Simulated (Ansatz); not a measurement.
Job for Ansatz (a quantum-chemistry and plane-wave program): R-PBE0/def2-TZVPP on C3H8O2 (SMILES OCCCO).

Ansatz 0.2 input:
```yaml
crystal:
  periodic: [false, false, false]
  atoms:
    - {symbol: O, position_ang: [1.17931074, 1.38018998, 0.12972927]}
    - {symbol: C, position_ang: [1.15167835, -0.01317767, 0.47310504]}
    - {symbol: C, position_ang: [0.07248040, -0.79056986, -0.26860288]}
    - {symbol: C, position_ang: [-1.33987636, -0.28409570, 0.00788673]}
    - {symbol: O, position_ang: [-1.58034175, 1.01342201, -0.51458182]}
    - {symbol: H, position_ang: [1.47236245, 1.46226170, -0.78504834]}
    - {symbol: H, position_ang: [2.13633164, -0.46169561, 0.30431948]}
    - {symbol: H, position_ang: [0.95920957, -0.03427951, 1.54743680]}
    - {symbol: H, position_ang: [0.14079759, -1.84122945, 0.03427849]}
    - {symbol: H, position_ang: [0.26276388, -0.75710295, -1.34687071]}
    - {symbol: H, position_ang: [-1.52764170, -0.30802672, 1.09144980]}
    - {symbol: H, position_ang: [-2.07161995, -0.94249473, -0.46301400]}
    - {symbol: H, position_ang: [-0.85545492, 1.57679848, -0.21008786]}
basis:
  gaussian:
    orbitals: def2-TZVPP
hamiltonian:
  xc: {name: PBE0}
scf: {lower_state_search: off}
```

Question: Give the final energy of this run.

Answer: -269.3776 hartree.
